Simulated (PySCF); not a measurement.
Job file and geometry (Å, from GFN2-xTB) of an NMR shielding run on SMILES B(C#C/C=C/SB)(F)F, C$_{4}$H$_{4}$B$_{2}$F$_{2}$S, PySCF 2.14.0, density-fitted response routines, GIAO PBE0/pcSseg-1 NMR shielding, non-relativistic, gas phase; density fitting, a coarse starting grid and PySCF grid level 2 are the driver's defaults:

```
$ OMP_NUM_THREADS=1 python probes_run.py task.json out

{"job": {"kind": "nmr", "xc": "PBE0", "basis": "pcSseg-1"}, "charge": 0, "multiplicity": 1}
B      3.591800    -0.613724     0.721212
S      2.440136    -1.462917    -0.293992
C      0.962118    -0.531735    -0.109368
C     -0.175788    -0.853927    -0.736745
C     -1.338817    -0.092024    -0.576614
C     -2.340184     0.576780    -0.430116
B     -3.571110     1.422072    -0.232765
F     -4.684081     1.247096    -0.919038
F     -3.617827     2.405725     0.647565
H      4.672120    -1.047917     0.766286
H      3.265255     0.337346     1.312268
H      1.020985     0.327027     0.541882
H     -0.228995    -1.713316    -1.390448
```

Question: What does the program print?

Answer: 
```
coarse grid: 12792 points
cycle   1  E = -801.6891939075  dE =  1.255e+00  |g| = 6.537e-01  |ddm| = 3.964e+00
cycle   2  E = -801.6356934475  dE =  5.350e-02  |g| = 8.938e-01  |ddm| = 9.249e-01
cycle   3  E = -801.7640057301  dE = -1.283e-01  |g| = 1.077e-01  |ddm| = 5.264e-01
cycle   4  E = -801.7658321715  dE = -1.826e-03  |g| = 7.216e-02  |ddm| = 1.406e-01
cycle   5  E = -801.7671223209  dE = -1.290e-03  |g| = 1.943e-02  |ddm| = 6.129e-02
cycle   6  E = -801.7672029752  dE = -8.065e-05  |g| = 5.202e-03  |ddm| = 1.765e-02
cycle   7  E = -801.7672091427  dE = -6.167e-06  |g| = 1.719e-03  |ddm| = 5.463e-03
final grid: 123696 points
cycle   8  E = -801.8303794916  dE = -5.859e-05  |g| = 7.969e-03  |ddm| = 4.658e-02
cycle   9  E = -801.8303681732  dE =  1.132e-05  |g| = 1.037e-02  |ddm| = 1.610e-02
cycle  10  E = -801.8303937835  dE = -2.561e-05  |g| = 1.568e-03  |ddm| = 1.009e-02
cycle  11  E = -801.8303944248  dE = -6.413e-07  |g| = 3.849e-04  |ddm| = 1.720e-03
cycle  12  E = -801.8303944666  dE = -4.182e-08  |g| = 7.830e-05  |ddm| = 5.186e-04
cycle  13  E = -801.8303944680  dE = -1.429e-09  |g| = 3.243e-05  |ddm| = 1.275e-04
cycle  14  E = -801.8303944682  dE = -2.021e-10  |g| = 1.976e-05  |ddm| = 4.220e-05
converged SCF energy = -801.8303944682

GIAO shielding tensors (ppm)
atom      isotropic    diamagn.    paramagn.     s11        s22        s33       span
  0 B       33.647     195.581    -161.935    -29.037      4.618    125.359    154.396
  1 S      283.865    1057.140    -773.276     38.060    270.855    542.679    504.619
  2 C       17.740     262.152    -244.412    -90.687     25.456    118.451    209.138
  3 C       68.765     263.805    -195.039    -30.388     81.838    154.847    185.235
  4 C       79.449     255.440    -175.991    -22.654     -6.893    267.894    290.548
  5 C       90.964     261.447    -170.484     18.986     41.784    212.121    193.135
  6 B       83.709     196.005    -112.295     74.616     86.972     89.540     14.924
  7 F      245.942     463.509    -217.567     72.824    296.459    368.542    295.718
  8 F      243.056     469.485    -226.429     69.057    293.488    366.624    297.567
  9 H       24.727      28.269      -3.542     20.085     26.709     27.386      7.301
 10 H       24.444      30.356      -5.912     18.116     26.447     28.767     10.651
 11 H       24.087      35.710     -11.623     21.787     22.363     28.110      6.323
 12 H       25.596      30.296      -4.700     22.136     25.367     29.285      7.149
```

Size and cost of the density-fitted run: 180 basis functions, 53 s wall time on 1 thread of an Arm Neoverse N1, shared host; peak memory 0.79 GiB.
